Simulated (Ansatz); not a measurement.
Molecule: C2H7GeO, net charge 0, doublet state. It need not be the lowest isomer of its formula. 
Structure (B3LYP-D3(BJ)/def2-TZVP (Ansatz, an electronic-structure program) minimum search):
SMILES: [CH2]C[O][GeH3]
```xyz
11

C     -2.9186     0.0628     0.0988
C     -1.5557    -0.4555     0.3355
O     -0.5978     0.3928    -0.2786
Ge     1.1412     0.0272    -0.0582
H     -3.0555     1.0937    -0.1924
H     -3.7803    -0.5520     0.3174
H     -1.4708    -1.4856    -0.0489
H     -1.3591    -0.5272     1.4229
H      1.8679     1.1297    -0.8338
H      1.4725     0.0591     1.4482
H      1.4357    -1.3755    -0.6285
```
Charge 0, spin multiplicity 2.

Total electronic energies in hartree. Correlated levels leave the core frozen unless marked. Open shells are spin-unrestricted. No spin-orbit coupling. The frozen core is the preceding noble-gas configuration, with the filled d and f shells of earlier blocks. No relativistic terms. CBS marks a two-point X^-3 extrapolation of the correlation energy; Hartree-Fock from the larger set. The bracket is a focal-point correction in the basis named.

| level | program | energy (Eh) |
|---|---|---|
| HF/aug-cc-pVDZ | Ansatz | -2229.97881 |
| HF/aug-cc-pVTZ | Ansatz | -2230.09255 |
| RI-HF/aug-cc-pVQZ | Ansatz | -2230.10595 |
| RI-HF/cc-pVQZ | Ansatz | -2230.10532 |
| PBE-D4/def2-TZVPD | Ansatz + dftd4 | -2232.13573 |
| B3LYP-D3(BJ)/def2-TZVPD | Ansatz + dftd3 | -2232.71113 |
| PBE0-D3(BJ)/def2-TZVP | Ansatz + dftd3 | -2232.20457 |
| PBE0-D4/def2-TZVPD | Ansatz + dftd4 | -2232.20596 |
| r2SCANh/def2-TZVPD | Ansatz | -2232.53487 |
| HSE06/def2-TZVPD | Ansatz | -2232.19195 |
| CAM-B3LYP-D4/def2-TZVPD | Ansatz + dftd4 | -2232.70109 |
| MP2/STO-3G | Ansatz | -2204.59689 |
| MP2/6-31G | Ansatz | -2229.91246 |
| MP2/aug-cc-pVDZ | Ansatz | -2230.55251 |
| MP2/cc-pVTZ | Ansatz | -2230.76894 |
| MP2/cc-pVQZ | Ansatz | -2230.83254 |
| SCS-MP2/cc-pVDZ | Ansatz | -2230.50917 |
| SCS-MP2/aug-cc-pVTZ | Ansatz | -2230.79206 |
| CCSD/CBS(cc-pVTZ,cc-pVQZ) | Ansatz | -2230.8998 |
| CCSD(T)/cc-pVTZ | Ansatz | -2230.84047 |
| RI-MP2/CBS(cc-pVTZ,cc-pVQZ)+[CCSD(T)-MP2]/cc-pVDZ | Ansatz | -2230.9369 |
| RI-MP2/CBS(aug-cc-pVTZ,aug-cc-pVQZ)+[CCSD(T)-MP2]/aug-cc-pVTZ | Ansatz | -2230.9410 |
| CCSD(T)/CBS(cc-pVTZ,cc-pVQZ) | Ansatz | -2230.9312 |

Totals of different functionals don't rank their quality; only differences between species are comparable.
